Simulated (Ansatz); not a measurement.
One change: `C[CH2][SnH]([F])[Cl]` becomes `O[CH2][SnH]([F])[Cl]`.

Ansatz, PBE0-D4/def2-TZVP geometries, multiplicity 1. Each molecule was computed in one conformer, which needn't be the lowest.

Elements past krypton have def2 core potentials.

```json
{"property": "HOMO energy (ωB97M-V/def2-TZVPP) / eV", "`C[CH2][SnH]([F])[Cl]`": "-10.60"}
{"property": "HOMO energy (B3LYP/def2-TZVPP) / eV", "`C[CH2][SnH]([F])[Cl]`": "-8.23"}
{"property": "LUMO energy (B3LYP/def2-TZVPP) / eV", "`C[CH2][SnH]([F])[Cl]`": "-1.11"}
{"property": "HOMO–LUMO gap (PBE/def2-TZVPP) / eV", "`C[CH2][SnH]([F])[Cl]`": "5.44"}
{"property": "LUMO energy (ωB97M-V/def2-TZVPP) / eV", "`C[CH2][SnH]([F])[Cl]`": "1.15"}
{"property": "HOMO–LUMO gap (ωB97M-V/def2-TZVPP) / eV", "`C[CH2][SnH]([F])[Cl]`": "11.76"}
```

(1) Give the same properties after the change, and the shifts. (Best estimate.)

Answers

(1) Ansatz gave: 
```tsv
property	`O[CH2][SnH]([F])[Cl]`	shift
HOMO energy (ωB97M-V/def2-TZVPP) / eV	-10.71	-0.11
HOMO energy (B3LYP/def2-TZVPP) / eV	-8.30	-0.07
LUMO energy (B3LYP/def2-TZVPP) / eV	-1.20	-0.09
HOMO–LUMO gap (PBE/def2-TZVPP) / eV	5.29	-0.15
LUMO energy (ωB97M-V/def2-TZVPP) / eV	1.08	-0.07
HOMO–LUMO gap (ωB97M-V/def2-TZVPP) / eV	11.79	0.03
```

B3LYP here is the variant with VWN-RPA as its local correlation; programs differ in this.
